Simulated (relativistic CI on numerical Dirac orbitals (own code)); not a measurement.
Crystal-field levels of V4+, 3d

Calculated by Dirac-Coulomb-Breit CI, orbitals from a KLI potential per configuration, model QED, valence Slater integrals scaled by 0.9, one configuration in a parametric crystal field (own radial code).

Field parameters in Wybourne normalisation: D4h B²₀ = −7Ds, B⁴₀ = 21(Dq − Dt), B⁴₄ = 21√(5/14) Dq. The field is a parameter set, without covalency.

S is read from ⟨S²⟩ = S(S + 1).

Levels (cm⁻¹, degeneracy): 0 (2), 7633 (2), 7876 (2), 21661 (2), 24411 (2).

Which field gives this pattern?
A. D4h, 10Dq = 21650, Ds = -1500, Dt = 650 cm⁻¹
B. D4h, 10Dq = 21650, Ds = -1090, Dt = 650 cm⁻¹
C. D4h, 10Dq = 21650, Ds = -270, Dt = 650 cm⁻¹
D. D4h, 10Dq = 21650, Ds = 550, Dt = 650 cm⁻¹

A. D4h, 10Dq = 21650, Ds = -1500, Dt = 650 cm⁻¹, ground level with S = 0.50.
